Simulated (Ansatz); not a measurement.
`[NH2][W](=[O])([F])=[S]` + H–F → `[O]=[W]([F])([F])=[S]` + NH₃ at 600 K and 1 bar (ligand exchange at a W–N bond).

Calculated with Ansatz (gas phase, PBE0-D4/def2-TZVP geometries, no zero-point term in ΔE). CCSD(T)/CBS adds triple-zeta CCSD(T) − MP2 to the extrapolated MP2 energy (def2 sets, frozen cores). This one scheme is used for every species. def2 core potentials past Kr. For W outer-core shells are correlated without core-valence functions, which leaves a few kJ/mol of doubt a bond. One conformer a species, not always the lowest.

```json
{"species": "`[NH2][W](=[O])([F])=[S]`", "CCSD(T)/CBS energy (Eh)": "-695.78708", "H − E (kJ/mol)": "141.0", "S (J/(mol·K))": "426.8"}
{"species": "H–F", "CCSD(T)/CBS energy (Eh)": "-100.39570", "H − E (kJ/mol)": "42.3", "S (J/(mol·K))": "194.0"}
{"species": "`[O]=[W]([F])([F])=[S]`", "CCSD(T)/CBS energy (Eh)": "-739.68280", "H − E (kJ/mol)": "71.0", "S (J/(mol·K))": "403.3"}
{"species": "NH₃", "CCSD(T)/CBS energy (Eh)": "-56.50880", "H − E (kJ/mol)": "112.4", "S (J/(mol·K))": "219.5"}
```

H − E and S are ideal-gas, rigid-rotor, harmonic terms from PBE0-D4/def2-TZVP, for one conformer and one mirror image of each species. 1 Eh = 2625.50 kJ/mol, R = 8.31446 J/(mol·K).

Task: By hand: ΔE, ΔH, ΔS and ΔG.

Result: ΔE = (-739.68280) + (-56.50880) − (-695.78708) − (-100.39570) = -0.00882 Eh = -23.2 kJ/mol. Δ(H − E) = 71.0 + 112.4 − 141.0 − 42.3 = 0.1, so ΔH = -23.1 kJ/mol. ΔS = 403.3 + 219.5 − 426.8 − 194.0 = 2.0 J/(mol·K). ΔG = -23.1 − 600 × (2.0)/1000 = -24.3 kJ/mol.

Task: By hand: the equilibrium constant, and the temperature at which ΔG would vanish if ΔH and ΔS stayed fixed.

Result: log₁₀ K = −ΔG/(RT ln 10) = 2.1. ΔH and −TΔS have one sign here, so there is no such temperature.

The number of gas molecules stays the same, so ΔS is small and ΔH decides. A doubt of 5 kJ/mol in ΔE shifts log₁₀ K by 0.4 here. Other conformers and mirror images would add mixing entropy, several J/(mol·K) or more a flexible species. These are equilibria of isolated gas molecules and say nothing of rates. Largest T1 diagnostic: 0.023 (customary marks: 0.02 for closed shells, 0.045 for open ones).

ΔS is within the doubt of such terms, so its sign, and with it that verdict, could turn.
